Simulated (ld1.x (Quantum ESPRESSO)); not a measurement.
**u(r) = r·R(r): atom against pseudo-atom (platinum (Pt))**

Columns: radius, all-electron u(r) and pseudo u(r) of the 5d shell (level -6.14 eV) of platinum in the configuration [Xe] 4f14 5d9 6s1 6p0; PBE, scalar-relativistic, TM semilocal scheme, ld1.x (Quantum ESPRESSO) 7.5.

| r (bohr) | all-electron | pseudo |
| --- | --- | --- |
| 0.128 | 0.2422 | 0.0046 |
| 0.255 | -0.2313 | 0.0347 |
| 0.382 | -0.3847 | 0.1069 |
| 0.510 | -0.1606 | 0.2245 |
| 0.638 | 0.1645 | 0.3734 |
| 0.765 | 0.4449 | 0.5281 |
| 0.893 | 0.6449 | 0.6651 |
| 1.020 | 0.7646 | 0.7640 |
| 1.148 | 0.8227 | 0.8195 |
| 1.275 | 0.8365 | 0.8351 |
| 1.402 | 0.8213 | 0.8210 |
| 1.530 | 0.7880 | 0.7880 |
| 1.658 | 0.7447 | 0.7447 |
| 1.785 | 0.6967 | 0.6967 |
| 1.912 | 0.6472 | 0.6472 |
| 2.040 | 0.5978 | 0.5978 |
| 2.168 | 0.5502 | 0.5502 |
| 2.295 | 0.5053 | 0.5053 |
| 2.422 | 0.4634 | 0.4634 |
| 2.550 | 0.4240 | 0.4240 |
| 2.678 | 0.3876 | 0.3876 |
| 2.805 | 0.3542 | 0.3542 |
| 2.932 | 0.3237 | 0.3237 |
| 3.060 | 0.2954 | 0.2954 |
| 3.188 | 0.2695 | 0.2695 |
| 3.315 | 0.2461 | 0.2461 |

(1) How many radial nodes do the two functions have?

(2) At about which radius was the pseudo-wave matched?

(3) Is the pseudo-wave norm-conserving?

Results:

(1) The all-electron 5d function has n − l − 1 = 2; the pseudo-wave has 0, since the states of the same l below it are removed with the core.

(2) 1.65 bohr. The columns agree to 0.0005 from 1.40 bohr on; several derivatives are matched, so the curves merge somewhat inside the radius.

(3) Yes: the TM semilocal scheme keeps the norm inside the radius equal to the all-electron one, which fixes the energy derivative of the logarithmic derivative at the level.
